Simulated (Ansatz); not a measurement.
A nudged elastic band was laid between two geometries of CH4 + Cl2HInO (10 atoms, charge 0, multiplicity 1).

Computed with RKS B3LYP/def2-SVP (Ansatz 0.2.0).

```
movable images  : 5
climbing image  : yes
spring          : 5.0 eV/Å²
optimiser       : quadratic models (default)
start path      : through a guess of the saddle point
force threshold : 0.05 eV/Å
iteration limit : 60
end points      : relaxed
```

Initial state:

```xyz
10
Properties=species:S:1:pos:R:3
In -0.647 -1.395 -0.370
O -2.296 -0.303 -0.093
Cl 0.369 -1.552 -2.489
Cl 0.172 -2.690 1.401
H -0.104 1.292 0.476
C 0.989 1.152 0.490
H -2.562 0.138 -0.915
H 1.457 2.101 0.790
H 1.358 0.879 -0.511
H 1.265 0.378 1.221
```

Final state:

```xyz
10
Properties=species:S:1:pos:R:3
In 0.178 -0.856 0.046
O -1.991 0.103 -0.184
Cl -0.313 -1.510 -2.233
Cl -0.286 -2.623 1.563
H -2.097 1.065 -0.217
C 1.494 0.807 0.474
H -2.144 -0.221 -1.093
H 1.180 1.286 1.412
H 1.462 1.528 -0.354
H 2.517 0.421 0.586
```

(1) What changes between the two ends?

(2) Give the energies along the band, and the barrier.

(3) What is the geometry of the highest image?

## Answers

(1) Bonds broken: H5–C6. Bonds formed: In1–C6, O2–H5. CH4 + Cl2HInO becomes CH5Cl2InO.

(2) The run converged. The highest image is number 3 of 0 to 6, 29.1 kcal/mol above the first end and 36.7 kcal/mol above the last; the last end lies 7.6 kcal/mol below the first. Neighbouring images differ by up to 1.2 eV, so the band resolves the path poorly. A vibrational analysis at the climbing image gives 2 clearly imaginary modes (1474i, 78i cm⁻¹): a point of higher order, so a lower path passes nearby. The orbitals stay closed-shell, which can raise the energy where a bond breaks towards radicals; this wasn't checked here.

```csv
image,path coordinate (Å),energy (kcal/mol),H5–C6 (Å),In1–C6 (Å),O2–H5 (Å)
0,0.00,0.0,1.10,3.15,2.77
1,0.93,0.2,1.10,3.22,2.62
2,1.85,2.8,1.10,3.00,2.12
3,2.78,29.1,1.40,2.44,1.27
4,3.69,0.5,2.21,2.19,0.98
5,4.60,-6.0,2.99,2.16,0.97
6,5.52,-7.6,3.67,2.16,0.97
```

(3) 
```xyz
10
Properties=species:S:1:pos:R:3
In -0.139 -1.234 -0.172
O -1.691 0.244 -0.024
Cl 0.315 -1.902 -2.387
Cl -0.046 -2.780 1.598
H -0.545 0.776 0.120
C 0.825 0.944 0.346
H -2.216 0.488 -0.803
H 0.689 1.494 1.291
H 1.073 1.640 -0.472
H 1.734 0.331 0.503
```

Time of the run: 2.5 min on 2 threads of AMD EPYC 7B13 (Zen 3), on a shared host, peak memory 0.32 GiB.
